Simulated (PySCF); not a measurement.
Compound: C2H6N2SSi.
Cartesian coordinates in Å at the PBE0-D3(BJ)/def2-SVP level; atoms count from 1:
```xyz
12
C2H6N2SSi angstrom
N     -1.9301   -2.2607    0.5425
C     -1.6945   -1.1435    0.3420
C     -1.2964    0.2234    0.0837
Si     0.4626    0.2756   -0.6484
N      1.4137   -0.7196    0.3792
S      1.2344    2.2700   -0.6649
H     -1.3099    0.7971    1.0243
H     -1.9985    0.7049   -0.6149
H      0.3658   -0.0750   -2.0968
H      2.4132   -0.7990    0.2280
H      1.0196   -1.5947    0.7141
H      1.3889    2.3167    0.6776
```

Jobs on this species (12 atoms, 62 electrons) with PySCF (density fitting). Hardware of each: one thread of an Arm Neoverse V1, shared host. The host was shared with other jobs, so the times are rough. Peak memory is the resident size of the whole Python process, interpreter and libraries included.

```csv
level and settings,work,basis functions,SCF cycles,wall time,peak memory
PBE0/cc-pVDZ,"shieldings, charges and field gradients",122,?,?,?
LDA/pcSseg-1,shieldings,146,?,?,?
PBE0/6-31+G*,"10 singlets by full TDDFT, 4 Tamm–Dancoff triplets, polarisability",128,?,?,?
KT3/pcSseg-1,shieldings,146,16,20 s,0.78 GiB
PBE/pcSseg-1,shieldings,146,15,20 s,0.78 GiB
PBE0/aug-cc-pVDZ,"10 singlets by full TDDFT, 4 Tamm–Dancoff triplets, polarisability",200,14,29 s,0.87 GiB
PBE0/aug-cc-pVDZ,"shieldings, charges and field gradients",200,14,27 s,0.95 GiB
PBE0/def2-TZVP,"10 singlets by full TDDFT, 4 Tamm–Dancoff triplets, polarisability",234,14,34 s,1.0 GiB
PBE0/def2-SVP,"10 singlets by full TDDFT, 4 Tamm–Dancoff triplets, polarisability",122,13,13 s,0.66 GiB
```

**Question.** Fill in the missing figures.

**Answer.** 
- PBE0/cc-pVDZ; shieldings, charges and field gradients: 13 s, 0.69 GiB, 14 SCF cycles
- LDA/pcSseg-1; shieldings: 17 s, 0.70 GiB, 15 SCF cycles
- PBE0/6-31+G*; 10 singlets by full TDDFT, 4 Tamm–Dancoff triplets, polarisability: 15 s, 0.71 GiB, 14 SCF cycles

**Question.** What do all jobs in the table cost together?

**Answer.** About 3.1 min; the longest takes about 18 % of that, and about 2.6 times as long as the shortest.
